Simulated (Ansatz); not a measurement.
Au₅Se₂⁺, relaxed as a singlet with RKS PBE0-D4/def2-SVP in Ansatz, starting from the GFN2-xTB geometry. Force threshold 0.02 eV/Å.

In the def2 sets Au takes a core potential; there is no spin–orbit coupling. Another isomer (singlet) lies 0.05 eV lower at PBE0-D4/def2-TZVP; other spin states weren't run for this one.

Start:

| atom | x (Å) | y (Å) | z (Å) |
| --- | --- | --- | --- |
| Au1 | -0.168 | -0.827 | -1.045 |
| Au2 | -0.383 | 2.775 | -2.616 |
| Au3 | 1.592 | 1.654 | 0.461 |
| Au4 | -2.583 | -2.218 | 1.729 |
| Au5 | 0.707 | -0.333 | 2.296 |
| Se6 | 1.149 | 1.127 | -1.886 |
| Se7 | -0.315 | -2.178 | 1.062 |

Problem. Estimate the energy that the relaxation releases and the steps that it takes.

Solution. 15.1 kcal/mol, in 13 steps; 2.8 min on 4 threads of Arm Neoverse V2 on a shared host. The force fell under the threshold at step 11, but the optimiser went on. No frequencies were taken in this run, so the end may be a saddle point.

Problem. Does the start keep its bonding?

Solution. Bonds lost: Au3–Au5 (atoms count from 1).

Problem. Predict the relaxed structure.

Solution. 
```xyz
7

Au    0.335   -0.564   -0.471
Au   -0.885    2.290   -2.198
Au    2.059    2.544   -0.431
Au   -2.615   -1.618    1.205
Au    0.306   -1.318    3.003
Se    1.167    1.067   -2.088
Se   -0.366   -2.401    0.979
```
Bond lengths (bridged metal pairs left out): 6 × Au–Se 2.39 to 2.44 Å.
